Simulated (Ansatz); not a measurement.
Cs3H4. Charge 0, multiplicity 2. Geometry relaxed at r2SCAN-D4/def2-TZVP.

Cartesian coordinates in Å:
```
Cs -0.638 -2.696 -0.072
Cs -1.738 0.908 2.246
Cs -0.708 1.059 -1.711
H 2.847 0.910 -0.850
H 0.416 -0.201 0.765
H 2.346 0.624 -0.368
H -2.524 -0.604 -0.009
```

In the def2 sets Cs takes a core potential; there is no spin–orbit coupling. In the doublet, H4 and H6 lie 0.75 Å apart (atoms count from 1), so H2 has formed as a molecule. The relaxation made no stability test and no search for a lower SCF solution. The structure comes from a short search, and lower isomers may exist.

(1) Estimate the harmonic wavenumbers at UKS r2SCAN-D4/def2-TZVP (Ansatz, unscaled). Is this a minimum?

## Answers

(1) 22, 28, 38, 70, 86, 136, 325, 383, 451, 520, 531, 550, 577, 648, 4248 cm⁻¹. Yes, no mode is imaginary beyond noise. Zero-point energy 51.5 kJ/mol. Run time 1.8 min (4 threads of AMD EPYC 7B13 on a shared host).
